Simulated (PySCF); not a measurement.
Ga(Me)(AsH2) (CH5AsGa), SMILES [CH3][Ga][AsH2], multiplicity 2. Atoms are numbered in the order given.

```xyz
8

Ga    -0.7139     0.8271     0.0322
C     -0.5021     1.6822    -1.7892
H     -1.2422     2.4736    -1.9757
H     -0.5977     0.9013    -2.5626
H      0.5117     2.1134    -1.8535
As     0.8031    -1.1393     0.4593
H      0.0321    -1.9205    -0.6141
H     -0.0625    -1.7029     1.5860
```
Charge 0, spin multiplicity 2.

Geometry: B3LYP-D3(BJ)/def2-SVP. The spin state was assumed, not searched. The isomer is the one that the SMILES or the coordinates give; other isomers of the formula were not compared.

The numbers are results of PySCF with r2SCAN/def2-TZVPD, not measurements.

Gas-phase values at a fixed geometry.

Task: Estimate the frontier levels, dipole moment and polarisability. (The exact figures need the calculation; the answer reports its results.)

Result: 
```
Property                                                                                                         Value
---------------------------------------------------------------------------------------------  -----------------------
α spin, highest occupied and lowest empty level                                                     -4.62 and -2.22 eV
β spin, highest occupied and lowest empty level                                                     -6.14 and -3.02 eV
dipole moment                                                                                                   1.08 D
quadrupole, principal values (traceless, Buckingham form, about the centre of nuclear charge)   -3.31, -0.29, 3.60 D·Å
mean static polarisability                                                                       93.7 bohr³ (13.88 Å³)
polarisability, principal values                                                               70.6, 82.8, 127.7 bohr³
⟨S²⟩                                                                                           0.756 (pure state 0.75)
```
